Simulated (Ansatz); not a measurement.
AsP, closed-shell singlet (the spin of the measured ground state), most abundant isotopes (30.9738 and 74.9216 u). Constants from fifth-degree fits in 1/R to seven points on the lowest solution found; no spin–orbit coupling, no relativity up to Kr; ω_e x_e and α_e move by some per cent with the fit.

Correlated levels freeze the inner cores; with def2 sets outer-core shells near the valence are correlated too. CBS(a, b) extrapolates the correlation energy as X⁻³ and adds the Hartree–Fock energy of set b.

Programs: Ansatz (a quantum-chemistry and plane-wave program) with Gaussian orbitals. 

```tsv
level	r_e (Å)	ω_e (cm⁻¹)	ω_e x_e (cm⁻¹)	α_e (cm⁻¹)
PBE/def2-TZVPP	2.0142	608.9	1.59	0.000704
CCSD(T)/CBS(def2-TZVPP, def2-QZVPP)	1.9985	620.0	1.80	0.000748
```

D_e from total energies of the atoms and the molecule: 4.71 eV at PBE/def2-TZVPP; 4.47 eV at CCSD(T)/CBS(def2-TZVPP, def2-QZVPP).

Question: Derive the rotational constants, the centrifugal constant, the fundamental, the zero-point energy and the force constant, and test the Morse rule for the well depth.

Answer: 
μ = 21.91412 u.
- PBE/def2-TZVPP: B_e = 16.8576/(μ r_e²) = 0.18961 cm⁻¹; B₀ = B_e − α_e/2 = 0.18926 cm⁻¹; D = 4B_e³/ω_e² = 7.36e-08 cm⁻¹; fundamental ω_e − 2ω_e x_e = 606 cm⁻¹; zero-point energy ω_e/2 − ω_e x_e/4 = 304 cm⁻¹; k = μ(2πcω_e)² = 479 N/m; the line J = 1 ← 0 at 2B₀ = 11.35 GHz; a Morse well would hold ω_e²/(4ω_e x_e) = 7.25 eV against the computed D_e of 4.71 eV
- CCSD(T)/CBS(def2-TZVPP, def2-QZVPP): B_e = 16.8576/(μ r_e²) = 0.19260 cm⁻¹; B₀ = B_e − α_e/2 = 0.19223 cm⁻¹; D = 4B_e³/ω_e² = 7.43e-08 cm⁻¹; fundamental ω_e − 2ω_e x_e = 616 cm⁻¹; zero-point energy ω_e/2 − ω_e x_e/4 = 310 cm⁻¹; k = μ(2πcω_e)² = 496 N/m; the line J = 1 ← 0 at 2B₀ = 11.53 GHz; a Morse well would hold ω_e²/(4ω_e x_e) = 6.62 eV against the computed D_e of 4.47 eV

Doubts at one or more of the structures used: a restricted determinant that unrestricted orbitals would lower (CCSD(T)/CBS(def2-TZVPP, def2-QZVPP)).

Measured for the ground state: r_e 1.999 Å [Huber and Herzberg (1979), NIST Chemistry WebBook]; ω_e 604.02 cm⁻¹ [Huber and Herzberg (1979), NIST Chemistry WebBook].
